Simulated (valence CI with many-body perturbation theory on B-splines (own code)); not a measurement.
## E1 transitions of Te²⁺

Level of theory: valence CI with perturbative core correlation (CI+MBPT): four valence electrons over a frozen Dirac-Fock core [Kr] 4d10, radial functions for each j: 11 s, 11 p, 9 d, 7 f, 5 g, 2 h, 1 i, with the one-electron correlation potential Σ1 (screened to all orders), the two-electron term Σ2, the three-electron term Σ3, Breit, model QED; selected single and double excitations, second order for the rest, scaled by the run's own slope (own B-spline code, finite nucleus).

Set against measurement, 45 paired levels are off by 178 cm⁻¹ on average, the worst by 974. These come from a selection out of Zhang, Palmeri, Quinet and Biemont, Astron. Astrophys. 551, A136 (2013). Levels without a partner in it may be off by more. Among the levels kept, up to 270 cm⁻¹ of a level comes from second order outside the variational space, and about a tenth of that is noise between levels of different J, which matters for small intervals. 7 measured levels below the end of the list, from 114216 cm⁻¹ on, found no clear computed partner, and computed levels of the same name lie up to 1987 cm⁻¹ from them.

Lines 151 to 200 of 284 in falling wavelength, among levels below 21.556 eV, chosen from the strongest by gf and those to the six lowest levels. Wavelengths and rates use the calculated energies, so an error of 200 cm⁻¹ moves a line at 147.4 nm by 0.29 % and its rate by three times that or more. Electric multipoles are in the length gauge, E1 and E2 with the static RPA response of the core. Weak lines are less certain than strong ones. Lines between different terms over intervals too small for the method are left out, as are lines whose strength nearly cancels. Where a level lies close to another of its J and parity, the split of strength between their lines is uncertain.

Names give the largest LS component (configuration and term), which can be under half, so a name can repeat, a term be missing and a line seem to break the LS rules; names also repeat where a configuration has a term twice. Letters in brackets count levels of one name in rising energy.

| λ vac (nm) | λ from measured levels | Upper | Lower | A (s⁻¹) | S (a.u.) with core polarisation | S without |
| --- | --- | --- | --- | --- | --- | --- |
| 147.4 | 148.1 | 5s²5p6p ³P_1 [a] | 5s5p³ ⁵S°_2 | 1.85e+06 | 8.78e-03 | 8.44e-03 |
| 145.2 |  | 4f5s²5p ³D_1 | 5s5p³ ³P°_1 | 1.98e+08 | 8.99e-01 | 9.62e-01 |
| 145.1 |  | 4f5s²5p ³G_4 | 5s5p³ ³D°_3 | 2.19e+08 | 2.97e+00 | 3.18e+00 |
| 144.9 |  | 4f5s²5p ³D_2 | 5s5p³ ³P°_2 [a] | 1.17e+08 | 8.81e-01 | 9.37e-01 |
| 144.0 |  | 4f5s²5p ³D_1 | 5s5p³ ³P°_0 | 2.03e+08 | 8.98e-01 | 9.61e-01 |
| 141.6 |  | 4f5s²5p ³F_3 | 5s5p³ ³D°_2 | 3.93e+08 | 3.86e+00 | 4.14e+00 |
| 139.5 |  | 4f5s²5p ³F_2 | 5s5p³ ³D°_1 | 4.20e+08 | 2.81e+00 | 3.03e+00 |
| 134.3 | 133.8 | 5s5p³ ³D°_1 | 5s²5p² ³P_2 | 5.03e+06 | 1.80e-02 | 2.44e-02 |
| 131.1 |  | 4f5s²5p ³F_4 | 5s5p³ ³D°_3 | 2.85e+08 | 2.85e+00 | 3.09e+00 |
| 130.2 | 129.8 | 5s5p³ ³D°_3 | 5s²5p² ³P_2 | 3.13e+07 | 2.39e-01 | 4.03e-01 |
| 128.9 | 128.7 | 5s5p³ ³P°_2 [a] | 5s²5p² ¹D_2 | 6.44e+06 | 3.41e-02 | 6.08e-02 |
| 128.9 | 129.5 | 5s²5p6p ³S_1 | 5s5p³ ⁵S°_2 | 8.75e+05 | 2.78e-03 | 2.65e-03 |
| 128.8 |  | 4f5s²5p ¹F_3 | 5s5p³ ³D°_2 | 1.06e+08 | 7.80e-01 | 8.47e-01 |
| 128.7 | 129.3 | 5s²5p6s ³P°_1 | 5s²5p² ¹S_0 | 1.07e+06 | 3.38e-03 | 2.56e-03 |
| 128.4 | 128.0 | 5s5p³ ³D°_1 | 5s²5p² ³P_1 | 2.41e+06 | 7.55e-03 | 1.55e-02 |
| 127.9 | 127.5 | 5s5p³ ³D°_2 | 5s²5p² ³P_1 | 5.81e+07 | 3.00e-01 | 4.78e-01 |
| 127.9 |  | 4f5s²5p ³D_3 | 5s5p³ ³D°_3 | 1.44e+08 | 1.04e+00 | 1.15e+00 |
| 121.0 | 120.6 | 5s5p³ ³D°_1 | 5s²5p² ³P_0 | 7.68e+07 | 2.01e-01 | 3.04e-01 |
| 120.5 | 120.3 | 5s5p³ ³P°_2 [b] | 5s²5p² ¹D_2 | 2.58e+06 | 1.11e-02 | 4.51e-02 |
| 118.8 |  | 5s²5p5d ¹P°_1 | 5s²5p² ¹S_0 | 1.58e+07 | 3.93e-02 | 4.15e-02 |
| 115.3 | 115.1 | 5s5p³ ³P°_2 [a] | 5s²5p² ³P_2 | 5.46e+07 | 2.07e-01 | 3.59e-01 |
| 114.5 | 114.5 | 5s²5p5d ³F°_2 | 5s²5p² ¹D_2 | 1.85e+07 | 6.87e-02 | 1.15e-01 |
| 113.8 |  | 5s²5p6s ¹P°_1 | 5s²5p² ¹S_0 | 3.10e+07 | 6.76e-02 | 4.56e-02 |
| 113.4 | 113.1 | 5s5p³ ³P°_1 | 5s²5p² ³P_2 | 3.52e+06 | 7.60e-03 | 1.81e-02 |
| 113.4 |  | 4f5s²5p ³G_3 | 5s5p³ ⁵S°_2 | 6.60e+05 | 3.33e-03 | 3.67e-03 |
| 112.4 | 112.4 | 5s²5p5d ³F°_3 | 5s²5p² ¹D_2 | 2.08e+07 | 1.02e-01 | 1.06e-01 |
| 112.0 |  | 4f5s²5p ³F_3 | 5s5p³ ⁵S°_2 | 1.11e+07 | 5.39e-02 | 5.97e-02 |
| 111.1 |  | 4f5s²5p ³F_2 | 5s5p³ ⁵S°_2 | 1.36e+06 | 4.60e-03 | 5.09e-03 |
| 110.3 | 110.7 | 5s²5p6s ³P°_1 | 5s²5p² ¹D_2 | 8.83e+07 | 1.75e-01 | 1.47e-01 |
| 109.8 | 109.5 | 5s5p³ ³P°_0 | 5s²5p² ³P_1 | 1.86e+08 | 1.22e-01 | 1.85e-01 |
| 109.2 | 108.9 | 5s5p³ ³P°_1 | 5s²5p² ³P_1 | 1.50e+08 | 2.89e-01 | 4.17e-01 |
| 108.7 | 109.0 | 5s²5p5d ³P°_1 [a] | 5s²5p² ¹S_0 | 3.55e+07 | 6.75e-02 | 4.22e-02 |
| 108.5 | 108.3 | 5s5p³ ³P°_2 [b] | 5s²5p² ³P_2 | 6.34e+07 | 2.00e-01 | 2.70e-01 |
| 105.6 | 105.9 | 5s²5p5d ³P°_1 [b] | 5s²5p² ¹S_0 | 2.57e+08 | 4.49e-01 | 4.07e-01 |
| 104.7 | 104.5 | 5s5p³ ³P°_2 [b] | 5s²5p² ³P_1 | 6.92e+06 | 1.96e-02 | 3.05e-02 |
| 103.8 |  | 4f5s²5p ¹F_3 | 5s5p³ ⁵S°_2 | 1.27e+06 | 4.91e-03 | 5.50e-03 |
| 103.8 | 103.5 | 5s5p³ ³P°_1 | 5s²5p² ³P_0 | 8.28e+07 | 1.37e-01 | 1.95e-01 |
| 103.6 | 103.6 | 5s²5p5d ³F°_2 | 5s²5p² ³P_2 | 2.77e+07 | 7.61e-02 | 9.27e-02 |
| 103.0 |  | 5s²5p5d ¹P°_1 | 5s²5p² ¹D_2 | 1.86e+08 | 3.01e-01 | 2.15e-01 |
| 101.9 | 101.9 | 5s²5p5d ³F°_3 | 5s²5p² ³P_2 | 4.01e+08 | 1.47e+00 | 1.67e+00 |
| 101.7 | 102.0 | 5s²5p6s ³P°_2 [a] | 5s²5p² ¹D_2 | 9.21e+06 | 2.39e-02 | 7.31e-03 |
| 101.1 |  | 4f5s²5p ³D_3 | 5s5p³ ⁵S°_2 | 1.65e+07 | 5.89e-02 | 6.61e-02 |
| 100.4 |  | 4f5s²5p ³D_2 | 5s5p³ ⁵S°_2 | 3.44e+06 | 8.59e-03 | 9.56e-03 |
| 100.3 |  | 5s²5p6s ³P°_2 [b] | 5s²5p² ¹D_2 | 4.67e+08 | 1.16e+00 | 1.22e+00 |
| 100.2 | 100.4 | 5s²5p6s ³P°_1 | 5s²5p² ³P_2 | 9.23e+08 | 1.37e+00 | 1.23e+00 |
| 100.1 | 100.0 | 5s²5p5d ³F°_2 | 5s²5p² ³P_1 | 1.79e+08 | 4.44e-01 | 5.22e-01 |
| 99.18 |  | 5s²5p6s ¹P°_1 | 5s²5p² ¹D_2 | 7.26e+08 | 1.05e+00 | 9.04e-01 |
| 99.07 |  | 4f5s²5p ³D_1 | 5s5p³ ⁵S°_2 | 1.01e+06 | 1.45e-03 | 1.65e-03 |
| 98.05 |  | 4f5s²5p ¹D_2 | 5s5p³ ⁵S°_2 | 5.65e+05 | 1.31e-03 | 1.69e-03 |
| 97.48 |  | 5s5p²5d ⁵F_1 | 5s5p³ ⁵S°_2 | 3.56e+06 | 4.88e-03 | 5.64e-03 |
